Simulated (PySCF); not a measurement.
# Working out the ionisation energy of Kr

Kr [Kr] (1S) → Kr⁺ [Ar] 3d10 4s2 4p5 (2P). Calculation: PySCF 2.14, in cc-pVDZ-PP with ECP10MDF (4s3p2d, 23 functions); scalar relativity through the core potential. Frozen: 3s2 3p6 3d10. Energies in hartree (1 hartree = 27.21139 eV):

```csv
part,Kr (lower),Kr⁺ (upper)
UHF,-462.179467,-461.696004
CCSD correlation,-0.127378,-0.106831
(T),-0.000904,-0.000859
```

**Question.** What does Hartree-Fock give?

**Answer.** (-461.696004) − (-462.179467) = 0.483463 hartree = 13.156 eV.

**Question.** What do CCSD and CCSD(T) give?

**Answer.** The CCSD correlation energies differ by 0.020547 hartree = 0.559 eV and the triples by 0.000045 hartree = 0.001 eV, so CCSD gives 13.715 eV and CCSD(T) 13.716 eV.

Measured between the centres of the two terms (NIST): 14.222 eV, so CCSD(T) (valence) is off by -0.506 eV.

A double-zeta basis recovers only part of the correlation energy.

What remains against the reference includes basis incompleteness, the frozen core and higher excitations.
